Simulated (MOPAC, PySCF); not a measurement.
C3H9ClSi, SMILES `CC([SiH2]Cl)C` (C–C–Si–Cl torsion 177°), neutral singlet in the gas phase. 

Z-matrix (Å, degrees):
```
C
H 1 1.0975
C 1 1.5248 2 108.82
H 3 1.0921 1 111.93 2 58.43
H 3 1.0944 4 107.87 1 121.98
H 3 1.0945 4 107.71 5 115.58
C 1 1.5282 2 108.70 3 -121.97
H 7 1.0932 1 112.25 2 -57.48
H 7 1.0942 8 107.59 1 -121.92
H 7 1.0946 8 107.74 9 -115.21
Si 1 1.8722 2 106.17 3 120.72
H 11 1.4846 1 111.26 2 58.93
H 11 1.4858 12 109.61 1 -122.72
Cl 11 2.0636 12 107.29 13 -116.28
```
Charge 0, multiplicity 1.

All levels are single points at this geometry (PBE0-D4/def2-TZVP); Pople sets use spherical d functions. Orbital energies aren't observables, and empty levels follow the basis.

HF/STO-3G in PySCF gives HOMO (eV) = -9.58.

### Question
Estimate the HOMO (eV) from each of these levels: PBE0-D4/def2-TZVP in PySCF; B3LYP/3-21G in PySCF; BP86/6-31G* in PySCF; M06-2X/6-31G* in PySCF; HF/3-21G in PySCF; PM3 in MOPAC; PM6 in MOPAC; PM7 in MOPAC.

### Answer

```tsv
level	HOMO (eV)
PBE0-D4/def2-TZVP in PySCF	-8.17
B3LYP/3-21G in PySCF	-7.96
BP86/6-31G* in PySCF	-6.90
M06-2X/6-31G* in PySCF	-9.31
HF/3-21G in PySCF	-11.30
PM3 in MOPAC	-10.01
PM6 in MOPAC	-9.95
PM7 in MOPAC	-10.71
```
